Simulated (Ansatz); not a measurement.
Species: CH₆OSi₂, SMILES `C/[SiH]=[SiH]\O` (Si–Si–O–H torsion 132°) (charge 0, multiplicity 1).

Q: Give a relaxed geometry from B3LYP-D3(BJ)/def2-TZVP (Ansatz, a first-principles code).

A: One answer among several that fit: the end point of this relaxation, one of several conformers (outside a Z-matrix the atoms follow the SMILES, hydrogens last).
Z-matrix (Å, degrees):
```
Si
H 1 1.4911
C 1 1.8901 2 111.00
H 3 1.0904 1 111.81 2 -44.58
H 3 1.0904 4 108.80 1 122.17
H 3 1.0921 4 108.10 5 116.99
Si 1 2.2040 2 106.79 3 -130.71
O 7 1.6525 1 121.68 2 165.91
H 8 0.9614 7 118.75 1 131.93
H 7 1.4892 8 109.46 9 -11.10
```
